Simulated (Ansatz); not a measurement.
Geometry optimisation, RKS PBE-D4/def2-SVP (Ansatz 0.2.0).

The input (input.yaml):

```yaml
crystal:
  periodic: [false, false, false]
  atoms:
    - { symbol: Al, position_ang: [0.022092, -0.483123, -0.445334] }
    - { symbol: Cl, position_ang: [0.00489, 0.108994, 2.923683] }
    - { symbol: H, position_ang: [1.436313, 0.17072, -0.752811] }
    - { symbol: H, position_ang: [-1.42272, 0.103406, -0.744458] }
    - { symbol: Br, position_ang: [0.08222, -2.722376, 0.372175] }
    - { symbol: H, position_ang: [0.054805, -1.205521, 2.663545] }
basis:
  gaussian: { orbitals: def2-SVP }
hamiltonian:
  xc: pbe
  dispersion: d4
relax:
  f_tol: 0.03
  max_steps: 50
output:
  orbitals: {}
```

Launched with:

```bash
$ ansatz run input.yaml --threads 1 --pin off --max-ram 2048MiB --backend cpu --events-out ev --progress --plain --runs-dir out
```

Q: Where does it end, and by what steps?

A: The run converged. The force dipped under the threshold on the way, but the program's further checks kept it going. After 11 steps the energy has fallen by 0.262 eV; Cl2 moved furthest, 0.51 Å. Joined: Al1–Cl2 (3.42 → 2.54 Å).

| step | energy less start (eV) | largest force component (eV/Å) | accepted |
| --- | --- | --- | --- |
| 0 | 0.0000 | 0.878 | yes |
| 1 | -0.1242 | 0.477 | yes |
| 2 | -0.2071 | 0.382 | yes |
| 3 | -0.2315 | 0.315 | yes |
| 4 | -0.2394 | 0.399 | yes |
| 5 | -0.2324 | 0.526 | no |
| 6 | -0.2556 | 0.088 | yes |
| 7 | -0.2604 | 0.025 | yes |
| 8 | -0.2612 | 0.085 | yes |
| 9 | -0.2615 | 0.036 | yes |
| 10 | -0.2615 | 0.033 | yes |
| 11 | -0.2616 | 0.001 | yes |

```xyz
6
Properties=species:S:1:pos:R:3
Al 0.021 -0.408 -0.081
Cl 0.013 0.086 2.412
H 1.428 0.161 -0.552
H -1.415 0.087 -0.546
Br 0.082 -2.690 0.581
H 0.048 -1.264 2.203
```

Whether the end is a true minimum wasn't checked by a vibrational analysis.

Run time: 36 s on 1 thread of Arm Neoverse V1, with other jobs on the host, peak memory 0.12 GiB.
